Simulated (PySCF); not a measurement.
Geometry:
| atom | x (Å) | y (Å) | z (Å) |
| --- | --- | --- | --- |
| B1 | 0.561 | -1.062 | 0.228 |
| H2 | 0.459 | -2.188 | 0.684 |
| H3 | 1.665 | -0.793 | -0.217 |
| N4 | 0.052 | 0.041 | 1.262 |
| C5 | 0.928 | 1.166 | 1.563 |
| B6 | -1.168 | 0.278 | 0.262 |
| H7 | -2.221 | -0.114 | 0.736 |
| H8 | -1.196 | 1.422 | -0.161 |
| N9 | -0.597 | -0.744 | -0.824 |
| C10 | -0.214 | -0.222 | -2.130 |
| H11 | -0.263 | -0.385 | 2.130 |
| H12 | 1.817 | 0.835 | 2.121 |
| H13 | 0.397 | 1.933 | 2.148 |
| H14 | 1.264 | 1.624 | 0.624 |
| H15 | -1.216 | -1.541 | -0.944 |
| H16 | 0.332 | -0.980 | -2.712 |
| H17 | 0.444 | 0.645 | -1.994 |
| H18 | -1.099 | 0.104 | -2.699 |

How the numbers were obtained: NMR shieldings at KT2/pcSseg-1/GIAO, geometry from PBE0-D3(BJ)/def2-SVP, in PySCF (in vacuum, one averaged value for each set of equivalent atoms, one computed conformer, non-relativistic).

Referencing at the same level of theory: $^{13}$C (183.22 ppm), $^{1}$H (31.18 ppm) against TMS; $^{11}$B (99.90 ppm) against BF3·OEt2; $^{15}$N (264.30 ppm) against NH3.

| atoms | nucleus | count | δ (ppm) |
| --- | --- | --- | --- |
| B1/B6 | $^{11}$B | 2 | -5.2 |
| H2/H3/H7/H8 | $^{1}$H | 4 | ? |
| H11/H15 | $^{1}$H | 2 | 1.47 |
| N4/N9 | $^{15}$N | 2 | 32.1 |
| C5/C10 | $^{13}$C | 2 | 44.0 |
| H12/H13/H14/H16/H17/H18 | $^{1}$H | 6 | ? |

Estimate the values marked ?.

Answers


- H2/H3/H7/H8: 3.34 ppm, hydrogen on a boron bonded to 2 N
- H12/H13/H14/H16/H17/H18: 2.36 ppm, hydrogen on a carbon bonded to N

Exchangeable OH/NH protons stand at their gas-phase positions; hydrogen bonding in a real sample shifts them, mostly to higher δ. Hydrogens on boron are broadened and split by $^{11}$B (spin 3/2, 80 %) and 10B (spin 3). Shifts are as computed. Against solution values, carbons near 30 ppm lie about +2 ppm off and those near 130 ppm about -5 ppm. Of 1211 compounds with measured shifts, 218 miss one by over three times the rms of a fit or turn the order of signals round; such compounds aren't used in these exercises. Experimental scales use liquid or dissolved standards, which lie at an offset from isolated NH3 (liquid NH3: subtract about 20 ppm).
